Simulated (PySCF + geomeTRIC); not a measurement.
Species: CH2B2O, SMILES `BB=C=O` (H–B–B–C torsion 170°) (charge 0, multiplicity 1).

Task: Give a relaxed geometry from r2SCAN-D4/def2-TZVP (PySCF + geomeTRIC).

Result: This is not unique; one that fits is the end point of this relaxation, one of several conformers (outside a Z-matrix the atoms follow the SMILES, hydrogens last).
Cartesian coordinates (Å) in one orientation:
```xyz
6

B     -1.209    -0.001    -0.016
B      0.331     0.004     0.002
C      1.773     0.002     0.021
O      2.930     0.000     0.035
H     -1.849     1.015    -0.012
H     -1.834    -1.025    -0.036
```
